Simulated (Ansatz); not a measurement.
Calculated with Ansatz (gas phase, PBE0-D4/def2-TZVP geometries, no zero-point term in ΔE). CCSD(T)/CBS is the MP2 limit (def2-TZVPP, def2-QZVPP) plus CCSD(T) − MP2 in def2-TZVPP, frozen cores. Each species was taken in one conformer, which may not be the lowest.

`OC1([SiH3])N=C1F` → `N#COC(F)[SiH3]`  (isomerisation)

`OC1([SiH3])N=C1F`:

```xyz
10

O    -0.156   -1.686    0.065
C     0.142   -0.353    0.201
Si   -0.635    0.686   -1.171
N     1.654    0.022    0.608
C     0.709    0.166    1.395
F     0.535    0.511    2.644
H     0.226   -2.194    0.790
H    -2.112    0.552   -1.120
H    -0.237    2.094   -0.934
H    -0.126    0.204   -2.477
```

`N#COC(F)[SiH3]`:

Cartesian coordinates in Å:
```
N -2.400 1.682 -1.799
C -1.714 1.261 -0.973
O -0.949 0.831 -0.028
C -0.134 -0.303 -0.352
F -0.928 -1.413 -0.353
Si 1.229 -0.444 0.991
H 0.247 -0.172 -1.371
H 0.563 -0.551 2.308
H 2.012 -1.661 0.674
H 2.075 0.769 0.902
```

```
           species  MP2/def2-QZVPP energy (Eh)
`OC1([SiH3])N=C1F`                  -597.01302
  `N#COC(F)[SiH3]`                  -597.04017
```

Work out ΔE.

ΔE = (-597.04017) − (-597.01302) = -0.02715 Eh = -17.0 kcal/mol. CCSD(T)/CBS gives -18.5 kcal/mol.

Largest T1 diagnostic among the species: 0.014.

In def2-TZVPP, CCSD(T) changes the Hartree–Fock value by +9.7 kcal/mol (the triples alone add +1.8 kcal/mol) and MP2 by +11.6 kcal/mol. The D4 term adds +0.7 kcal/mol with B3LYP and +0.4 kcal/mol with PBE0; it sums over pairs of atoms, weighted by their polarisabilities, and B3LYP, whose exchange is more repulsive, gets the larger term. From PBE to PBE0 (25 % exact exchange), in def2-TZVPP and without D4, ΔE moves by −1.1 kcal/mol.

B3LYP here is the variant with VWN-RPA as its local correlation; programs differ in this.
